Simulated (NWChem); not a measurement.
C2H4FNSi; SMILES C#C[Si@@H](N)F

```xyz
9

C      0.0120     2.5498    -0.1571
C      0.0158     1.3496     0.0416
Si     0.0282    -0.4509     0.3678
N     -1.3972    -1.1198    -0.2797
F      1.3955    -1.0238    -0.3074
H      0.0087     3.6114    -0.3327
H      0.1235    -0.7750     1.8101
H     -1.7656    -0.8145    -1.1727
H     -1.7067    -2.0532    -0.0368
```
Atoms are numbered in this order, from 1.

Computed with NWChem. Geometry: optimised at PBE0/def2-SVP.

For level B3LYP/def2-SVP:

| Item | Result |
|---|---|
| highest occupied level (eV) | -7.52 |
| orbital gap (eV) | 7.32 |

What are these values for level BLYP/def2-SVP?


| Item | Value |
|---|---|
| highest occupied level (eV) | -6.12 |
| orbital gap (eV) | 5.35 |
